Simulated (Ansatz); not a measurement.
The multiplicity is imposed and other spin states were not computed.

Calculation: PBE-D3(BJ)/def2-SVP run with Ansatz (a quantum-chemistry and plane-wave program). No frequencies were computed at this level.

Ansatz 0.2 input:
```yaml
crystal:
  periodic: [false, false, false]
  atoms:
    - { symbol: Ti, position_ang: [0.277037, 0.080102, -0.01481] }
    - { symbol: F, position_ang: [-0.069684, -0.3021, -1.649537] }
    - { symbol: F, position_ang: [-0.163074, 1.686394, 0.41217] }
    - { symbol: F, position_ang: [-0.171003, -1.084999, 1.161765] }
    - { symbol: N, position_ang: [2.101092, 0.087749, 0.056386] }
    - { symbol: C, position_ang: [2.674318, 0.295519, 1.377181] }
    - { symbol: C, position_ang: [2.7787, 0.874745, -0.96197] }
    - { symbol: H, position_ang: [3.73783, 0.021865, 1.379191] }
    - { symbol: H, position_ang: [2.589061, 1.354143, 1.683669] }
    - { symbol: H, position_ang: [2.149311, -0.338843, 2.101337] }
    - { symbol: H, position_ang: [2.688818, 1.956247, -0.751541] }
    - { symbol: H, position_ang: [3.846074, 0.6188, -0.994572] }
    - { symbol: H, position_ang: [2.336979, 0.654001, -1.940807] }
basis:
  gaussian: { orbitals: def2-svp }
hamiltonian:
  xc: pbe
  dispersion: d3bj
relax:
  max_steps: 150
```

Output:

```
Functional definition: PBE
1660 factors; their error is unknown
mean field evaluation 1: about -34889.2148 eV, gradient 8.6e1 eV
mean field evaluation 2: about -34556.8813 eV, gradient 4.0e2 eV
mean field evaluation 4: about -34899.4534 eV, gradient 4.8e1 eV
mean field evaluation 8: about -34904.2901 eV, gradient 3.1e-1 eV
mean field evaluation 16: about -34904.2111 eV, gradient 1.1e-2 eV
mean field -34904.21111269 eV, -1282.7060994672 hartree, gradient 2.7e-5 eV, S^2 0.000000; 0 other end points of the search recorded, 0 dependent functions left out
reference -34904.21120176 eV, -1282.7061027405 hartree; 37, 37 occupied and 108, 108 virtual orbitals, 1660 factors
relax step   1: F+E_penalty+E_count = -34904.51235299 eV  Δ(F+E_penalty+E_count) = +0.000e0 eV  max|allowed force component| = 1.719e0 eV/Å  Δτ_max = 0.0000 Å  (36 SCF iters, accepted)
these checks for a lower state are left out or cut short: starts, cluster_reference, orbital_swaps, neighbouring_geometries, increment
1660 factors; their error is unknown
mean field evaluation 32: about -34904.4623 eV, gradient 2.6e-5 eV
mean field -34904.46233750 eV, -1282.7153318088 hartree, gradient 2.6e-5 eV, S^2 0.000000; 0 other end points of the search recorded, 0 dependent functions left out
reference -34904.46242694 eV, -1282.7153350956 hartree; 37, 37 occupied and 108, 108 virtual orbitals, 1660 factors
relax step   2: F+E_penalty+E_count = -34904.75545067 eV  Δ(F+E_penalty+E_count) = -2.431e-1 eV  max|allowed force component| = 5.772e-1 eV/Å  Δτ_max = 0.1434 Å  (42 SCF iters, accepted)
these checks for a lower state are left out or cut short: starts, cluster_reference, orbital_swaps, neighbouring_geometries, increment
1660 factors; their error is unknown
mean field -34904.53120944 eV, -1282.7178628059 hartree, gradient 2.6e-5 eV, S^2 0.000000; 0 other end points of the search recorded, 0 dependent functions left out
reference -34904.53129953 eV, -1282.7178661168 hartree; 37, 37 occupied and 108, 108 virtual orbitals, 1660 factors
relax step   3: F+E_penalty+E_count = -34904.81824188 eV  Δ(F+E_penalty+E_count) = -6.279e-2 eV  max|allowed force component| = 3.626e-1 eV/Å  Δτ_max = 0.1955 Å  (41 SCF iters, accepted)
these checks for a lower state are left out or cut short: starts, cluster_reference, orbital_swaps, neighbouring_geometries, increment
1660 factors; their error is unknown
mean field -34904.57299521 eV, -1282.7193984048 hartree, gradient 2.5e-5 eV, S^2 0.000000; 0 other end points of the search recorded, 0 dependent functions left out
reference -34904.57308603 eV, -1282.7194017422 hartree; 37, 37 occupied and 108, 108 virtual orbitals, 1660 factors
relax step   4: F+E_penalty+E_count = -34904.85916314 eV  Δ(F+E_penalty+E_count) = -4.092e-2 eV  max|allowed force component| = 1.947e-1 eV/Å  Δτ_max = 0.2000 Å  (41 SCF iters, accepted)
these checks for a lower state are left out or cut short: starts, cluster_reference, orbital_swaps, neighbouring_geometries, increment
1660 factors; their error is unknown
mean field -34904.57864274 eV, -1282.7196059474 hartree, gradient 2.3e-5 eV, S^2 0.000000; 0 other end points of the search recorded, 0 dependent functions left out
reference -34904.57873382 eV, -1282.7196092948 hartree; 37, 37 occupied and 108, 108 virtual orbitals, 1660 factors
relax step   5: F+E_penalty+E_count = -34904.86517345 eV  Δ(F+E_penalty+E_count) = -6.010e-3 eV  max|allowed force component| = 2.150e-1 eV/Å  Δτ_max = 0.0895 Å  (33 SCF iters, accepted)
these checks for a lower state are left out or cut short: starts, cluster_reference, orbital_swaps, neighbouring_geometries, increment
1660 factors; their error is unknown
mean field -34904.58009019 eV, -1282.7196591402 hartree, gradient 2.4e-5 eV, S^2 0.000000; 0 other end points of the search recorded, 0 dependent functions left out
reference -34904.58018137 eV, -1282.7196624911 hartree; 37, 37 occupied and 108, 108 virtual orbitals, 1660 factors
relax step   6: F+E_penalty+E_count = -34904.86638138 eV  Δ(F+E_penalty+E_count) = -1.208e-3 eV  max|allowed force component| = 2.213e-2 eV/Å  Δτ_max = 0.0190 Å  (35 SCF iters, accepted)
these checks for a lower state are left out or cut short: starts, cluster_reference, orbital_swaps, neighbouring_geometries, increment
1660 factors; their error is unknown
mean field evaluation 64: about -34904.6572 eV, gradient 3.8e-1 eV
mean field -34904.58008758 eV, -1282.7196590444 hartree, gradient 2.4e-5 eV, S^2 0.000000; 0 other end points of the search recorded, 0 dependent functions left out
reference -34904.58017875 eV, -1282.7196623949 hartree; 37, 37 occupied and 108, 108 virtual orbitals, 1660 factors
relax step   7: F+E_penalty+E_count = -34904.86644503 eV  Δ(F+E_penalty+E_count) = -6.364e-5 eV  max|allowed force component| = 6.454e-3 eV/Å  Δτ_max = 0.0044 Å  (36 SCF iters, accepted)
1660 factors; their error is unknown
mean field -34904.58008758 eV, -1282.7196590443 hartree, gradient 2.9e-5 eV, S^2 0.000000; 1 other end points of the search recorded, 0 dependent functions left out
reference -34904.58017875 eV, -1282.7196623949 hartree; 37, 37 occupied and 108, 108 virtual orbitals, 1660 factors
Total energy: -34904.86653620 eV, -1282.7301858371 hartree
Atom 0 at     0.232620     0.018715    -0.035015 Å, force     0.003402     0.006454     0.001784 eV/Å
Atom 1 at    -0.038100    -0.452367    -1.712758 Å, force     0.000413     0.000288     0.001562 eV/Å
Atom 2 at    -0.711229     1.476024     0.311477 Å, force     0.001449    -0.005107    -0.001307 eV/Å
Atom 3 at    -0.147707    -1.205497     1.176335 Å, force     0.000433     0.000852    -0.001017 eV/Å
Atom 4 at     2.043167     0.433178     0.141657 Å, force    -0.005103    -0.002062    -0.000930 eV/Å
Atom 5 at     2.722601     0.360406     1.419845 Å, force    -0.001670    -0.001900     0.002493 eV/Å
Atom 6 at     2.822643     0.960411    -0.960627 Å, force    -0.001128    -0.000576    -0.003108 eV/Å
Atom 7 at     3.639038    -0.271973     1.352330 Å, force    -0.000040     0.000603    -0.000280 eV/Å
Atom 8 at     3.034826     1.369014     1.779388 Å, force     0.000787     0.000422    -0.000778 eV/Å
Atom 9 at     2.060220    -0.090054     2.186408 Å, force     0.000457     0.000793    -0.002113 eV/Å
Atom 10 at     3.142977     2.012298    -0.773588 Å, force     0.000765     0.000114     0.000918 eV/Å
Atom 11 at     3.742972     0.352893    -1.128697 Å, force    -0.000051     0.000474     0.000326 eV/Å
Atom 12 at     2.231430     0.940575    -1.898292 Å, force     0.000287    -0.000354     0.002452 eV/Å
Dipole moment:     0.626763     0.096801     0.048123 e Å
```

Cost: about 60 core-seconds (a rough figure).
